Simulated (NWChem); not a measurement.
BiH$_{2}$Br; SMILES [Br][BiH2]

```xyz
4

Bi     0.0051     0.7189     0.0000
H     -1.2716     0.8167    -1.2657
H     -1.2716     0.8167     1.2657
Br     0.0665    -1.9089     0.0000
```
Atoms are numbered in this order, from 1.

Level: PBE0/def2-SVP with def2 effective core potentials on Bi (NWChem), optimised geometry, unscaled harmonic frequencies. This build's default masses of Se (78.918 u) and Br (79.917 u) are each other's, which moves their modes by up to 0.6 %. def2 effective core potentials on Bi; no spin-orbit coupling.

```tsv
frequency (cm⁻¹)	IR intensity (km/mol)
221	15.3
539	0.8
554	37.1
782	21.5
1818	222.4
1836	223.0
```

```
Property                                                                            Value
-----------------------------------------------------------------------  ----------------
zero-point energy                                                            8.2 kcal/mol
thermal correction to the enthalpy at 298.15 K (with zero-point energy)     11.2 kcal/mol
heat capacity Cv                                                         10.8 cal/(mol K)
entropy at 298.15 K and 1 atm (symmetry number 1)                        71.5 cal/(mol K)
```

Rigid rotor and harmonic oscillator.
